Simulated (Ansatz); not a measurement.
Coupled-cluster run, AuH₄NO, SMILES `[NH3+][Au-][OH]`.

```yaml
crystal:
  periodic: [false, false, false]
  atoms:
    - {symbol: N, position_ang: [-1.149419, 0.652502, -0.223567]}
    - {symbol: Au, position_ang: [0.698083, -0.236775, 0.070274]}
    - {symbol: O, position_ang: [2.482576, -0.981269, 0.305927]}
    - {symbol: H, position_ang: [-1.842235, -0.033130, -0.505323]}
    - {symbol: H, position_ang: [-1.096773, 1.357840, -0.951581]}
    - {symbol: H, position_ang: [-1.481685, 1.101757, 0.623433]}
    - {symbol: H, position_ang: [2.389453, -1.860925, 0.680845]}
basis:
  gaussian: {orbitals: def2-SVP}
correlation: {method: ccsd_t}
```

```sh
$ ansatz run in.yaml --threads 4 --pin off --events-out ev --progress --plain
```

Log, shortened:

```
Functional definition: HF
807 factors; integrals over basis functions are off by at most 9.2e-4 eV
mean field evaluation 1: about -7242.9494 eV, gradient 4.1e1 eV
mean field evaluation 2: about -7243.2285 eV, gradient 4.1e1 eV
mean field evaluation 4: about -7247.0277 eV, gradient 3.9e0 eV
mean field evaluation 8: about -7247.0853 eV, gradient 4.3e-1 eV
mean field -7247.08634078 eV, -266.3255107722 hartree, gradient 8.9e-6 eV, S^2 0.000000; 0 other end points of the search recorded, 0 dependent functions left out
2 core orbitals not correlated: weight in the atoms' cores, before any rotation towards them, 1.000 or more for the frozen orbitals, at most 0.000 for the correlated occupied ones
reference -7247.08634078 eV, -266.3255107722 hartree; 17, 17 occupied and 61, 61 virtual orbitals, 807 factors
second order -20.69178396 eV of doubles, -0.00000000 eV of singles
cycle   1  -19.63067912 eV  change     1.1e0 eV  update   1.5e-1
cycle   2  -20.23712055 eV  change   -6.1e-1 eV  update   4.7e-2
cycle   3  -20.38228301 eV  change   -1.5e-1 eV  update   2.8e-2
cycle   4  -20.38393472 eV  change   -1.7e-3 eV  update   1.0e-2
cycle   5  -20.36983172 eV  change    1.4e-2 eV  update   4.2e-3
cycle   6  -20.37148586 eV  change   -1.7e-3 eV  update   1.5e-3
cycle   7  -20.37180994 eV  change   -3.2e-4 eV  update   4.9e-4
cycle   8  -20.37132624 eV  change    4.8e-4 eV  update   2.0e-4
cycle   9  -20.37125323 eV  change    7.3e-5 eV  update   8.2e-5
cycle  10  -20.37137845 eV  change   -1.3e-4 eV  update   3.5e-5
cycle  11  -20.37133847 eV  change    4.0e-5 eV  update   1.7e-5
cycle  12  -20.37132349 eV  change    1.5e-5 eV  update   7.1e-6
perturbative correction -0.51763705 eV, -0.0190228107 hartree
Total energy: -7267.97530132 eV, -267.0931659130 hartree
```

Run time 3.4 s (4 threads of a server CPU on a shared host); peak host memory 0.31 GiB.

The correlation energy is -20.889 eV, 2.5 % of it from (T); the T1 diagnostic reads 0.0187.
